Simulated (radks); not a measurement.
Removal energies from the ytterbium ion Yb4+, [Xe] 4f12, by Delta-SCF beside the eigenvalue of the level emptied. All-electron calculation, scalar-relativistic Kohn-Sham, BLYP, spin-polarised, spherical densities, finite nucleus; Fermi nuclear charge, rms radius of each element as measured or else 0.836 A^(1/3) + 0.57 fm. Program: a radial shooting solver on a logarithmic mesh with Libxc functionals. Open shells are filled with parallel spins first.

[
 {"removed from": "4f", "final configuration": "[Xe] 4f11", "Delta-SCF (eV)": "67.345", "-eigenvalue (eV)": "56.037"},
 {"removed from": "5p", "final configuration": "[Kr] 4d10 4f12 5s2 5p5", "Delta-SCF (eV)": "80.718", "-eigenvalue (eV)": "73.125"},
 {"removed from": "5s", "final configuration": "[Kr] 4d10 4f12 5s1 5p6", "Delta-SCF (eV)": "111.32", "-eigenvalue (eV)": "102.91"},
 {"removed from": "4d", "final configuration": "[Kr] 4d9 4f12 5s2 5p6", "Delta-SCF (eV)": "244.99", "-eigenvalue (eV)": "232.77"}
]
